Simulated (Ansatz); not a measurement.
Abridged output of a molecular run in Ansatz:

```
Functional definition: HF
1976 factors; integrals over basis functions are off by at most 9.7e-4 eV
mean field evaluation 1: about -46372.2794 eV, gradient 5.8e1 eV
mean field evaluation 2: about -46372.6857 eV, gradient 5.8e1 eV
mean field evaluation 4: about -46378.8993 eV, gradient 4.1e0 eV
mean field evaluation 8: about -46378.9819 eV, gradient 3.1e-1 eV
mean field -46378.98229306 eV, -1704.3961624666 hartree, gradient 3.8e-6 eV, S^2 0.000000; 0 other end points of the search recorded, 0 dependent functions left out
23 core orbitals not correlated: weight in the atoms' cores, before any rotation towards them, 1.000 or more for the frozen orbitals, at most 0.000 for the correlated occupied ones
reference -46378.98229306 eV, -1704.3961624666 hartree; 22, 22 occupied and 286, 286 virtual orbitals, 1976 factors
second order -35.32219736 eV of doubles, -0.00000000 eV of singles
cycle   1  -35.91810828 eV  change   -6.0e-1 eV  update   1.2e-1
cycle   2  -36.66819329 eV  change   -7.5e-1 eV  update   3.2e-2
cycle   3  -36.82473504 eV  change   -1.6e-1 eV  update   1.6e-2
cycle   4  -36.80604962 eV  change    1.9e-2 eV  update   3.3e-3
cycle   5  -36.80463915 eV  change    1.4e-3 eV  update   1.5e-3
cycle   6  -36.80532577 eV  change   -6.9e-4 eV  update   4.1e-4
cycle   7  -36.80505330 eV  change    2.7e-4 eV  update   1.5e-4
cycle   8  -36.80500182 eV  change    5.1e-5 eV  update   4.2e-5
perturbative correction -1.44559378 eV, -0.0531245914 hartree
Total energy: -46417.23288865 eV, -1705.8018459274 hartree
```

Its atoms:

```xyz
12

O     0.955    1.003    2.299
Si    0.850    0.718    0.698
Cl    0.419    2.490   -0.290
N    -0.419   -0.404    0.520
Si   -0.943   -1.179   -0.916
O    -0.425   -0.311   -2.195
Cl   -0.120   -3.034   -1.161
H     1.449    1.767    2.598
H     2.112    0.262    0.089
H    -0.946   -0.583    1.364
H    -2.405   -1.374   -0.856
H    -0.528    0.644   -2.150
```

(1) Which basis set was used?
A. def2-TZVPP
B. def2-SVP
C. def2-QZVPP
D. cc-pV(D+d)Z

(2) Write the keys of the input that set method, charge and spin (a neutral closed shell needs none for the last two).

Answers

(1) A. It gives 331 functions.

(2) 
```yaml
correlation: {method: ccsd_t}
```
